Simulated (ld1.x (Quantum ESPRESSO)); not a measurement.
## What one change does to a pseudopotential (Cl, TM semilocal)

chlorine (Cl), norm-conserving Troullier–Martins (semilocal form), made with ld1.x (Quantum ESPRESSO) 7.5 (PBEsol, scalar-relativistic). Core [Ne], reference 3s2 3p5. Waves: 3p (bound): rc 1.25 bohr; 3s (bound): rc 1.25 bohr. Local part: the s channel. Core correction: a·sin(br)/r model core, default radius (core density twice the valence density).

All-electron outer shells of the reference configuration (PBEsol, scalar-relativistic, ld1.x):

| shell | level (eV) | outermost node (bohr) | outermost maximum (bohr) |
| --- | --- | --- | --- |
| 2s | -252.19 | 0.12 | 0.36 |
| 2p | -191.42 | – | 0.30 |
| 3s | -20.62 | 0.56 | 1.27 |
| 3p | -8.56 | 0.53 | 1.43 |

Change: wave 3p (bound): rc 1.25 bohr becomes 3p (bound): rc 1.92 bohr.

Cutoffs: the cutoffs (Ry, on a coarse ladder) from which the occupation-weighted sum of valence levels, in a spherical-Bessel basis at the reference potential, stays within 10 and 1 mRy of its value at 400 Ry; they do not see the model core or the augmentation charge, which bear on the density cutoff. Errors are all-electron minus pseudo energies relative to the spin-unpolarised reference configuration.

Q: Predict the effect on cutoff, ghosts and configuration errors.

A: The potential gets neither clearly harder nor softer (55 Ry and 80 Ry → 50 Ry and 80 Ry); of the 7 tests that both files solve, the error grows in 2 and shrinks in 1 by more than 15 % and 0.3 meV (median size 5.6 → 9.8 meV); neither file shows a bound ghost. A semilocal file is local in each channel, so a ghost entry of none says nothing of the separable form that plane-wave codes build from it.

| quantity | base | changed |
| --- | --- | --- |
| cutoff, loose | 55 Ry | 50 Ry |
| cutoff, tight | 80 Ry | 80 Ry |
| bound ghosts | none | none |
| error for 3s2 3p4, meV [ΔE 13.84 eV] | +3.0 | +3.3 |
| error for 3s2 3p3, meV [ΔE 39.23 eV] | +23 | +23 |
| error for 3s2 3p2, meV [ΔE 77.49 eV] | +78 | +71 |
| error for 3s2 3p5.3, meV [ΔE -2.13 eV] | +0.4 | +0.4 |
| error for 3s1 3p5, meV [ΔE 26.50 eV] | +5.6 | +9.8 |
| error for 3s1 3p6, meV [ΔE 12.11 eV] | +0.3 | +1.9 |
| error for 3s2 3p1, meV [ΔE 129.68 eV] | +191 | +157 |
